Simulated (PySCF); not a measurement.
Polarisability and C₆ of Ga⁺ (gallium, charge +1)

[Ar] 3d10 4s2, closed-shell 1S. Computed with PySCF 2.14 in aug-cc-pVQZ-PP with one added diffuse shell each of s, p, d, f, g type with ECP10MDF (8s7p6d4f3g, 114 functions), with a scalar-relativistic core potential. Coupled (time-dependent) response in atomic units; α is the mean over directions.

```tsv
method	mean α (bohr³)	C₆ (like pair)	S(−4)
UHF	21.19	111.3	220.9
PBE	17.61	87.70	146.1
PBE0	18.45	92.95	162.4
TPSSh	18.96	97.41	169.4
MN15	18.84	95.23	168.9
```

S(−4) is the Cauchy moment in α(ω) = α(0) + S(−4) ω² + …

α(iu) at PBE0:

| u (hartree) | α(iu) (bohr³) |
| --- | --- |
| 0 | 18.45 |
| 0.0500 | 18.05 |
| 0.100 | 16.97 |
| 0.200 | 13.75 |
| 0.300 | 10.58 |
| 0.500 | 6.371 |
| 0.750 | 3.856 |
| 1.00 | 2.636 |
| 1.50 | 1.524 |
| 2.00 | 1.025 |
| 3.00 | 0.5685 |
| 5.00 | 0.2505 |

For an ion, C₆ is the dispersion term alone; charge-induced terms of lower order in 1/R come first.

Energies and moments cover only the electrons outside the core potential.
